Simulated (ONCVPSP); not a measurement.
## selenium (Se): one change to an ONCV potential, before and after

selenium, optimised norm-conserving Vanderbilt (ONCV), made with ONCVPSP 4.0.1 (PBE, scalar-relativistic). Core [Ar] 3d10, reference 4s2 4p4. Waves: 4s: rc 1.40 bohr, ncon 4, nbas 8, qcut 4.3 1/bohr, 2 projectors, debl 2 Ha; 4p: rc 1.40 bohr, ncon 4, nbas 9, qcut 5.7 1/bohr, local. Local part: the p channel. Core correction: none.

All-electron outer shells of the reference configuration (PBE, scalar-relativistic, ld1.x):

```
shell  level (eV)  outermost node (bohr)  outermost maximum (bohr)
   3p     -152.98                   0.21                      0.50
   3d      -53.12                      –                      0.45
   4s      -17.29                   0.70                      1.51
   4p       -6.51                   0.74                      1.82
```

Change: all radii scaled by about 0.91 (s 1.28, p 1.28 bohr).

Cutoffs: the cutoffs (Ha) at which the residual kinetic energy of the hardest occupied pseudo-wave falls to 1 and 0.1 mHa per electron; they do not see the model core or the augmentation charge, which bear on the density cutoff. Errors are all-electron minus pseudo energies relative to the spin-unpolarised reference configuration.

Problem. Predict the effect on cutoff, ghosts and configuration errors.

Solution. The potential gets harder (17 Ha and 61 Ha → 64 Ha and 162 Ha); the errors of the 4 common tests hardly move; neither file shows a bound ghost. A smaller radius makes the pseudo-wave follow the all-electron one further in, where it bends more sharply, so more plane waves are needed.

```tsv
quantity	base	changed
cutoff, loose	17 Ha	64 Ha
cutoff, tight	61 Ha	162 Ha
loose cutoff by channel	s 17 Ha, p 10 Ha	s 18 Ha, p 64 Ha
bound ghosts	none	none
GHOST(+) flags under 300 eV	s at 178.5 eV	s at 93.5 eV
error for 4s2 4p3, meV [ΔE 10.85 eV]	-3.6	-3.2
error for 4s2 4p2, meV [ΔE 31.19 eV]	-19	-18
error for 4s2 4p1, meV [ΔE 62.06 eV]	-55	-55
error for 4s2 4p3.5, meV [ΔE 4.31 eV]	-1.0	-0.8
```
